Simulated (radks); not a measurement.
Neutral niobium, configuration [Kr] 4d4 5s1 (the NIST ground configuration). Calculated with a radial shooting solver on a logarithmic mesh with Libxc functionals: scalar-relativistic Kohn-Sham, LDA (Slater exchange, Perdew-Wang correlation), spin-polarised, spherical densities, finite nucleus; open shells are filled with parallel spins first (spin-orbit coupling, left out, can overturn this in heavy ions); Fermi nuclear charge, rms radius 4.324 fm.

Radial electron density D(r) = 4 pi r^2 rho(r):

| r (bohr) | D(r) (e/bohr) | spin D(r) |
|---|---|---|
| 0.005362 | 13.11 | 0.00123 |
| 0.006193 | 16.12 | 0.00150 |
| 0.007209 | 19.82 | 0.00182 |
| 0.008326 | 23.82 | 0.00215 |
| 0.009693 | 28.48 | 0.00250 |
| 0.01119 | 33.17 | 0.00282 |
| 0.01303 | 38.20 | 0.00308 |
| 0.01505 | 42.74 | 0.00321 |
| 0.01752 | 46.88 | 0.00314 |
| 0.02023 | 49.81 | 0.00280 |
| 0.02356 | 51.48 | 0.00209 |
| 0.0272 | 51.52 | 0.00104 |
| 0.03167 | 50.05 | -0.000381 |
| 0.03658 | 47.70 | -0.00184 |
| 0.04258 | 45.13 | -0.00307 |
| 0.04917 | 43.70 | -0.00329 |
| 0.05725 | 44.34 | -0.00153 |
| 0.06611 | 47.47 | 0.00326 |
| 0.07697 | 52.95 | 0.0132 |
| 0.08889 | 58.69 | 0.0289 |
| 0.1035 | 62.93 | 0.0543 |
| 0.1195 | 63.18 | 0.0886 |
| 0.1391 | 58.69 | 0.138 |
| 0.1607 | 51.27 | 0.196 |
| 0.187 | 43.43 | 0.268 |
| 0.216 | 39.34 | 0.335 |
| 0.2515 | 40.13 | 0.385 |
| 0.2904 | 44.14 | 0.391 |
| 0.3381 | 47.63 | 0.333 |
| 0.3905 | 46.53 | 0.222 |
| 0.4546 | 39.59 | 0.0846 |
| 0.525 | 29.66 | -0.000376 |
| 0.6112 | 19.63 | 0.0343 |
| 0.7058 | 13.38 | 0.230 |
| 0.8217 | 10.73 | 0.600 |
| 0.949 | 10.42 | 1.04 |
| 1.105 | 10.29 | 1.49 |
| 1.276 | 9.248 | 1.81 |
| 1.485 | 7.261 | 1.97 |
| 1.715 | 5.198 | 1.96 |
| 1.997 | 3.424 | 1.82 |
| 2.306 | 2.293 | 1.60 |
| 2.685 | 1.555 | 1.32 |
| 3.101 | 1.100 | 1.03 |
| 3.61 | 0.7437 | 0.729 |
| 4.169 | 0.4762 | 0.474 |
| 4.853 | 0.2637 | 0.263 |
| 5.605 | 0.1306 | 0.131 |
| 6.525 | 0.05203 | 0.0520 |
| 7.535 | 0.01797 | 0.0180 |
| 8.772 | 0.004664 | 0.00466 |
| 10.13 | 0.001024 | 0.00102 |
| 11.79 | 0.0001561 | 0.000156 |

D(r) has 4 maxima, at r = 0.0253, 0.112, 0.352, 1.00 bohr, and minima at 0.0512, 0.227, 0.919 bohr, inside which lie 2.04, 11.06, 29.59 electrons.
